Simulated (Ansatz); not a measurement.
Geometry optimisation, RKS PBE0/def2-SVP (Ansatz 0.2.0).

The input (input.yaml):

```yaml
crystal:
  periodic: [false, false, false]
  atoms:
    - { symbol: C, position_ang: [-1.319, 0.6372, 1.1321] }
    - { symbol: Si, position_ang: [0.1462, 0.5423, 0.1218] }
    - { symbol: O, position_ang: [0.9595, -0.8532, 0.3505] }
    - { symbol: C, position_ang: [0.4877, -0.9342, -0.9354] }
    - { symbol: S, position_ang: [1.5242, -0.8472, -2.2641] }
    - { symbol: H, position_ang: [-1.143, 0.7464, 2.1893] }
    - { symbol: H, position_ang: [-2.0071, -0.1706, 0.9716] }
    - { symbol: H, position_ang: [-1.8961, 1.6006, 0.8608] }
    - { symbol: H, position_ang: [1.1111, 1.6978, 0.1437] }
    - { symbol: H, position_ang: [-0.4408, -1.5892, -1.0471] }
    - { symbol: H, position_ang: [2.6426, -0.887, -1.5027] }
basis:
  gaussian: { orbitals: def2-SVP }
hamiltonian:
  xc: pbe0
relax:
  f_tol: 0.02
  max_steps: 50
```

Command:

```bash
$ ansatz run input.yaml --threads 2 --pin off --max-ram 3072MiB --backend cpu --events-out ev --progress --plain --runs-dir out
```

Task: Where does it end, and by what steps?

Result: The run converged. The force dipped under the threshold on the way, but the program's further checks kept it going. After 15 steps the energy has fallen by 0.858 eV; H11 moved furthest, 1.09 Å.

```json
{"step": "0", "energy less start (eV)": "0.0000", "largest force component (eV/Å)": "4.320", "accepted": "yes"}
{"step": "1", "energy less start (eV)": "-0.5496", "largest force component (eV/Å)": "2.080", "accepted": "yes"}
{"step": "2", "energy less start (eV)": "-0.6981", "largest force component (eV/Å)": "0.477", "accepted": "yes"}
{"step": "3", "energy less start (eV)": "-0.6595", "largest force component (eV/Å)": "0.899", "accepted": "no"}
{"step": "4", "energy less start (eV)": "-0.7286", "largest force component (eV/Å)": "0.187", "accepted": "yes"}
{"step": "5", "energy less start (eV)": "-0.7494", "largest force component (eV/Å)": "0.276", "accepted": "yes"}
{"step": "6", "energy less start (eV)": "-0.7784", "largest force component (eV/Å)": "0.399", "accepted": "yes"}
{"step": "7", "energy less start (eV)": "-0.8120", "largest force component (eV/Å)": "0.298", "accepted": "yes"}
{"step": "8", "energy less start (eV)": "-0.8343", "largest force component (eV/Å)": "0.300", "accepted": "yes"}
{"step": "9", "energy less start (eV)": "-0.8388", "largest force component (eV/Å)": "0.708", "accepted": "yes"}
{"step": "10", "energy less start (eV)": "-0.8230", "largest force component (eV/Å)": "0.732", "accepted": "no"}
{"step": "11", "energy less start (eV)": "-0.8561", "largest force component (eV/Å)": "0.048", "accepted": "yes"}
{"step": "12", "energy less start (eV)": "-0.8569", "largest force component (eV/Å)": "0.033", "accepted": "yes"}
{"step": "13", "energy less start (eV)": "-0.8573", "largest force component (eV/Å)": "0.019", "accepted": "yes"}
{"step": "14", "energy less start (eV)": "-0.8576", "largest force component (eV/Å)": "0.013", "accepted": "yes"}
{"step": "15", "energy less start (eV)": "-0.8577", "largest force component (eV/Å)": "0.014", "accepted": "yes"}
```

```xyz
11
Properties=species:S:1:pos:R:3
C -1.449 0.703 1.173
Si 0.179 0.590 0.290
O 1.087 -0.823 0.493
C 0.598 -0.757 -0.873
S 1.813 -0.508 -2.158
H -1.298 0.993 2.226
H -1.967 -0.267 1.151
H -2.095 1.463 0.706
H 0.950 1.857 0.236
H -0.115 -1.563 -1.100
H 2.363 -1.745 -2.121
```

Whether the end is a true minimum wasn't checked by a vibrational analysis.

Run time: 33 s on 2 threads of AMD EPYC 9R14 (Zen 4), on a shared host, peak memory 0.26 GiB.
